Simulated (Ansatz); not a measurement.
The first iterations of a band of a periodic cell of 17 atoms, GaSi16 (host Si, host structure diamond, interstitial Ga).

Level of theory: Ansatz 0.2.0, DFT PBE-D3(BJ), scalar-relativistic, plane waves, PAW. Settings: PAW set soft_1, cutoff 420 eV, k mesh 2x2x2, gaussian smearing 0.05 eV, spin collinear.

| Quantity | Value |
| --- | --- |
| movable images | 3 |
| climbing image | yes |
| spring | 2.0 to 10.0 eV/Å², energy-weighted |
| optimiser | fire |
| start path | straight line |
| force threshold | 0.05 eV/Å |
| iteration limit | 70 |
| end points | relaxed |

Initial state:

```xyz
17
Lattice="0.0000 5.4300 5.4300 5.4300 0.0000 5.4300 5.4300 5.4300 0.0000" Properties=species:S:1:pos:R:3
Si -0.013 -0.016 0.016
Si 1.358 1.358 1.326
Si 2.734 2.731 0.018
Si 4.080 4.069 1.365
Si 2.764 -0.049 2.666
Si 4.104 1.355 4.076
Si 5.422 2.724 2.707
Si 6.791 4.041 4.076
Si -0.050 2.765 2.665
Si 1.358 4.103 4.073
Si 2.732 5.414 2.702
Si 4.041 6.788 4.073
Si 2.766 2.765 5.481
Si 4.073 4.074 6.788
Si 5.381 5.381 5.479
Si 6.791 6.785 6.819
Ga 6.788 6.790 4.073
```

Final state:

```xyz
17
Lattice="0.0000 5.4300 5.4300 5.4300 0.0000 5.4300 5.4300 5.4300 0.0000" Properties=species:S:1:pos:R:3
Si 0.008 -0.003 0.017
Si 1.315 1.316 1.315
Si 2.715 2.716 -0.028
Si 4.117 4.118 1.312
Si 2.718 -0.032 2.717
Si 4.133 1.297 4.132
Si 5.462 2.713 2.716
Si 6.774 4.086 4.086
Si -0.029 2.717 2.716
Si 1.305 4.125 4.123
Si 2.713 5.460 2.715
Si 4.084 6.776 4.084
Si 2.716 2.714 5.463
Si 4.088 4.087 6.773
Si 5.428 5.431 5.426
Si 6.772 6.771 6.772
Ga 8.156 8.140 2.739
```

| iteration | highest image above the first end (eV) | largest band force component (eV/Å) |
| --- | --- | --- |
| 1 | 1.540 | 1.541 |
| 2 | 1.348 | 1.084 |
| 3 | 1.143 | 0.484 |
| 4 | 1.075 | 0.595 |
| 5 | 1.069 | 0.541 |
| 6 | 1.057 | 0.468 |
| 7 | 1.042 | 0.367 |
| 8 | 1.027 | 0.257 |

Task: Does the band converge within its limit, and where does its top end?

Result: The forces met the threshold. It ended after 24 iterations with the highest image 0.732 eV above the first end. By the program's own check the climbing image is a first-order saddle point (lowest curvatures found: -4.03 and 0.45 eV/Å²). Limits of this set-up: coarse k mesh.

Time of the run: 8.2 min on 2 threads of Arm Neoverse V1, with other jobs on the host, peak memory 1.4 GiB.
